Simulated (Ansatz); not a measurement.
Z-matrix (Å, degrees):
```
C
Al 1 1.940
H 1 1.094 2 110.9
H 1 1.094 2 110.9 3 -118.1
H 1 1.093 2 112.5 3 121.0
N 2 1.758 1 125.6 3 -122.6
C 2 1.992 1 122.6 3 57.5
H 6 1.008 2 121.8 1 180.0
H 6 1.006 2 127.3 1 0.1
N 7 1.251 2 122.7 1 -179.2
F 7 1.374 2 117.3 1 0.7
H 10 1.023 7 112.8 2 180.0
```

Total charge 0; spin multiplicity 1.

List the PBE0/def2-TZVPP orbital energies in eV (the Gaussian-basis code of Ansatz). (An estimate is asked.)

The calculation gave: Occupied: -1527.34, -674.02, -391.12, -390.55, -280.65, -277.57, -113.27, -73.38, -73.21, -73.17, -33.81, -25.33, -23.10, -19.17, -16.91, -14.95, -13.42, -13.17, -12.97, -11.94, -11.18, -11.17, -9.56, -9.01, -8.81, -7.97, -7.54. Lowest empty: -1.03, 0.21, 1.27, 1.29, 1.98, 2.22, 2.61, 3.00.
